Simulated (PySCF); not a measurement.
Exercise with solution: entropy of an ideal gas

GaCl2, SMILES [Cl][Ga+][Cl], charge +1.

Geometry optimised at PBE-D3(BJ)/def2-TZVP. The multiplicity is an assumed one; other spin states were not compared. The isomer is the one that the SMILES or the coordinates give; other isomers of the formula were not compared.

PBE-D3(BJ)/def2-TZVP (PySCF) gives the harmonic wavenumbers 108, 108, 402, 585 cm⁻¹ and the rotational temperature 0.0822 K. The molar mass is 140.62 g/mol, the symmetry number 2, the spin multiplicity 1.

### Question
Work out the entropy at 298.15 K and 1 atm in the rigid-rotor, harmonic-oscillator model.

### Answer

Translation (Sackur–Tetrode at 1 atm): S = R[1.5 ln M + 2.5 ln T − 1.16487] = 170.4 J/(mol K).
Rotation: q = T/(σ θ) = 1810, S = R[ln q + 1] = 70.7 J/(mol K).
Vibration: with u = 1.4388 ν/T, each mode gives R[u/(e^u − 1) − ln(1 − e^−u)]:
```tsv
ν (cm⁻¹)	modes	u	S (J/(mol K))
108	2	0.52	27.65
402	1	1.94	4.00
585	1	2.82	1.99
```
These are all the modes. Sum 33.6 J/(mol K).
Spin: R ln 1 = 0.0 J/(mol K).
Total 274.8 J/(mol K); the program's own thermochemistry gives 274.8. Translation makes up 62 % and vibration 12 %. Anharmonicity, hindered rotation and orbital degeneracy are left out.
